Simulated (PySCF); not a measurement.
CCl2F, SMILES F[C](Cl)Cl, multiplicity 2. Geometry optimised at B3LYP-D3(BJ)/def2-SVP. The isomer is the one that the SMILES or the coordinates give; other isomers of the formula were not compared.

### Question
Give the equilibrium geometry at B3LYP-D3(BJ)/def2-SVP (PySCF confirms it by a frequency run) as a Z-matrix, and its point group. (The exact figures need the calculation; the answer reports its results.)

### Answer
point group Cs.
```
C
F 1 1.3220
Cl 1 1.7353 2 113.38
Cl 1 1.7353 2 113.38 3 136.65
```
Charge 0, spin multiplicity 2.
